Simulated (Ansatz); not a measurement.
The cluster Al3Sb3⁺. Total charge 1; doublet. Geometry PBE0-D4/def2-SVP; atoms count from 1.

Cartesian coordinates in Å:
```
Al -2.645 -0.457 -2.579
Al 1.421 0.569 0.051
Al 0.048 -0.336 2.163
Sb 0.261 -0.357 -2.074
Sb 2.430 0.456 2.396
Sb -1.514 0.125 0.042
```

In the def2 sets Sb takes a core potential; there is no spin–orbit coupling. Another isomer (doublet) lies 0.46 eV lower at PBE0-D4/def2-TZVP; other spin states weren't run for this one.

Problem. Estimate the Mulliken populations from the PBE0/def2-TZVP orbitals of Ansatz.

Solution. 
```
atom  charge (e)  spin (α − β)
 Al1        0.36          0.02
 Al2        0.24          0.13
 Al3        0.23          0.29
 Sb4        0.07          0.45
 Sb5        0.10         -0.01
 Sb6        0.00          0.13
```
Mulliken values and Mayer orders depend strongly on the basis.

Problem. Where does the spin sit?

Solution. Summed by element: Al 0.44, Sb 0.56, of 1 unpaired in all. Largest on single atoms: Sb4 0.45, Al3 0.29, Al2 0.13.

Problem. And the Mayer bond orders between bonded heavy atoms (over 0.3)?

Solution. Al1–Sb4 0.49 (2.95 Å); Al1–Sb6 0.47 (2.91 Å); Al2–Al3 0.44 (2.68 Å); Al2–Sb4 0.98 (2.59 Å); Al2–Sb5 1.25 (2.56 Å); Al2–Sb6 0.47 (2.97 Å); Al3–Sb5 1.37 (2.52 Å); Al3–Sb6 0.87 (2.67 Å); Sb4–Sb6 1.21 (2.80 Å).
